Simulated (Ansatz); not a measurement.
diethyl ether (C4H10O), singlet, at a GFN2-xTB geometry; Ansatz (a program for electronic structure) with CCSD(T)/STO-3G.

Here is a job for Ansatz.
Ansatz 0.2 input:
```yaml
crystal:
  periodic: [false, false, false]
  atoms:
    - {symbol: C, position_ang: [2.31099308, 0.42947687, -0.10128155]}
    - {symbol: C, position_ang: [0.80676931, 0.65277486, -0.11329295]}
    - {symbol: O, position_ang: [0.18012005, -0.51769505, 0.36600134]}
    - {symbol: C, position_ang: [-1.20070496, -0.39678232, 0.60942448]}
    - {symbol: C, position_ang: [-2.05442706, -0.30045813, -0.65468708]}
    - {symbol: H, position_ang: [2.64565363, 0.21459523, 0.90971363]}
    - {symbol: H, position_ang: [2.56088994, -0.41747000, -0.73389738]}
    - {symbol: H, position_ang: [2.82210012, 1.31514652, -0.46862766]}
    - {symbol: H, position_ang: [0.54182713, 1.50676941, 0.53119730]}
    - {symbol: H, position_ang: [0.47267038, 0.88141791, -1.13611301]}
    - {symbol: H, position_ang: [-1.39403805, 0.47580067, 1.25400926]}
    - {symbol: H, position_ang: [-1.46353949, -1.30328974, 1.16144758]}
    - {symbol: H, position_ang: [-3.10574212, -0.36144243, -0.38710070]}
    - {symbol: H, position_ang: [-1.81234563, -1.12013823, -1.32655824]}
    - {symbol: H, position_ang: [-1.88421869, 0.64010331, -1.17305903]}
basis:
  gaussian:
    orbitals: STO-3G
magnetization: {spin_polarized: false}
correlation: {method: ccsd_t, electrons: outside_noble_gas}
accuracy: high
```

What the program printed (banner, timings and long lists left out):

```
Functional definition: HF
752 factors; integrals over basis functions are off by at most 4.3e-9 eV
mean field evaluation 1: about -6237.2239 eV, gradient 2.3e1 eV
mean field evaluation 2: about -6237.5807 eV, gradient 2.3e1 eV
mean field evaluation 4: about -6239.4523 eV, gradient 1.5e0 eV
mean field evaluation 8: about -6239.4604 eV, gradient 4.0e-6 eV
mean field evaluation 16: about -6239.1002 eV, gradient 1.5e0 eV
mean field -6239.46040608 eV, -229.2959406652 hartree, gradient 2.0e-8 eV, S^2 0.000000; 0 other end points of the search recorded, 0 dependent functions left out
5 core orbitals not correlated
reference -6239.46040608 eV, -229.2959406652 hartree; 16, 16 occupied and 14, 14 virtual orbitals, 752 factors
second order -6.52490935 eV of doubles, -0.00000000 eV of singles
cycle   1  -7.96011064 eV  change    -1.4e0 eV  update   8.5e-2
cycle   2  -8.60447647 eV  change   -6.4e-1 eV  update   3.1e-2
cycle   3  -8.65724436 eV  change   -5.3e-2 eV  update   6.6e-3
cycle   4  -8.66494463 eV  change   -7.7e-3 eV  update   2.2e-3
cycle   5  -8.66496569 eV  change   -2.1e-5 eV  update   5.2e-4
cycle   6  -8.66489571 eV  change    7.0e-5 eV  update   1.4e-4
cycle   7  -8.66484372 eV  change    5.2e-5 eV  update   5.2e-5
cycle   8  -8.66483968 eV  change    4.0e-6 eV  update   1.5e-5
cycle   9  -8.66484027 eV  change   -6.0e-7 eV  update   3.7e-6
cycle  10  -8.66483781 eV  change    2.5e-6 eV  update   9.9e-7
cycle  11  -8.66483763 eV  change    1.8e-7 eV  update   3.8e-7
cycle  12  -8.66483760 eV  change    2.4e-8 eV  update   1.6e-7
cycle  13  -8.66483772 eV  change   -1.2e-7 eV  update   6.1e-8
cycle  14  -8.66483775 eV  change   -3.3e-8 eV  update   3.1e-8
cycle  15  -8.66483776 eV  change   -1.1e-8 eV  update   2.1e-8
cycle  16  -8.66483743 eV  change    3.3e-7 eV  update   1.0e-7
cycle  17  -8.66483735 eV  change    7.8e-8 eV  update   2.5e-8
cycle  18  -8.66483733 eV  change    2.3e-8 eV  update   7.1e-9
cycle  19  -8.66483732 eV  change    5.4e-9 eV  update   2.1e-9
cycle  20  -8.66483732 eV  change    1.2e-9 eV  update  6.1e-10
perturbative correction -0.07023337 eV, -0.0025810289 hartree
Total energy: -6248.19547677 eV, -229.6169485923 hartree
```
